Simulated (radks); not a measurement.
Values are calculated unless marked as measured or tabulated.
Valence configurations of the chromium ion Cr2+ (all share [Ar]). Level of theory: scalar-relativistic Kohn-Sham, PBE, spin-polarised, spherical densities, finite nucleus; open shells are filled with parallel spins first; Fermi nuclear charge, rms radius 3.6452 fm (a radial shooting solver on a logarithmic mesh with Libxc functionals). Order these by energy: 3d1 4s2 4p1; 3d2 4s2; 3d3 4p1; 3d3.5 4s0.5; 3d3 4s1; 3d2 4p2; 3d4; 3d1 4p3; 3d1.5 4s0.5 4p2; 3d2 4s1 4p1.

Answer. From the lowest, in eV above it: 3d4 0.000; 3d3.5 4s0.5 2.862; 3d3 4s1 6.549; 3d3 4p1 12.314; 3d2 4s2 18.334; 3d2 4s1 4p1 22.895; 3d2 4p2 29.157; 3d1.5 4s0.5 4p2 36.210; 3d1 4s2 4p1 39.871; 3d1 4p3 51.138. NIST lists [Ar] 3d4 as the ground configuration; this level of theory agrees among the configurations tried. The energies are those of spherical high-spin densities, not of single terms.
